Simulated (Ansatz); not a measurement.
# PbO (SMILES [O][Pb]): methods side by side

PbO: 2 atoms, total charge 0, spin state singlet. SMILES: `[O][Pb]`. Geometry: the measured bond length. The run starts from this shape.

```jsonl
{"atom": "O", "x (Å)": "0.0000", "y (Å)": "0.0000", "z (Å)": "0.0000"}
{"atom": "Pb", "x (Å)": "0.0000", "y (Å)": "0.0000", "z (Å)": "1.9218"}
```

Each level gives the adiabatic ionisation energy (to the doublet cation, no zero-point term) (eV). The values are calculated.

| level | kind | program | value (eV) | CPU time (all runs) |
| --- | --- | --- | --- | --- |
| SVWN5/def2-TZVP (core potential) | LDA | Ansatz | 9.79 | 8.1 s |
| PBE-D3(BJ)/def2-TZVP (core potential) | GGA | Ansatz | 9.18 | 12 s |
| r2SCAN/def2-TZVP (core potential) | meta-GGA | Ansatz | 8.95 | 19 s |
| B3LYP-D4/def2-TZVP (core potential) | global hybrid | Ansatz | 8.96 | 11 s |
| wB97X-V/def2-TZVP (core potential) | range-separated hybrid | Ansatz | 8.77 | 33 s |

Spin-orbit coupling, which can split open shells on such heavy atoms by tenths of an eV, is left out. The values span 8.77 to 9.79 eV. CPU times are rough (shared hosts, several kinds of processor): they show what a rung costs within a factor of a few.
